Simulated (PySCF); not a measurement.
Vertical excitations of a molecule C5H7F from TDA-PBE/def2-SVPD in PySCF, as energy in eV (oscillator strength): 5.67 (0.462), 5.79 (0.003), 6.24 (0.010), 6.28 (0.304), 6.48 (0.014), 6.63 (0.000), 7.11 (0.000), 7.19 (0.000), 7.27 (0.000), 7.67 (0.003). Lowest triplet (TDA): 3.10 eV. Geometry: B3LYP-D3(BJ)/def2-SVP. One conformer was computed; it need not be the lowest.

Problem. Identify the compound among the candidates.
A. C=CC/C=C\F
B. C=CC(F)C=C
C. C=C/C(C)=C\F
D. CCC=C=CF

Solution. C, C=C/C(C)=C\F
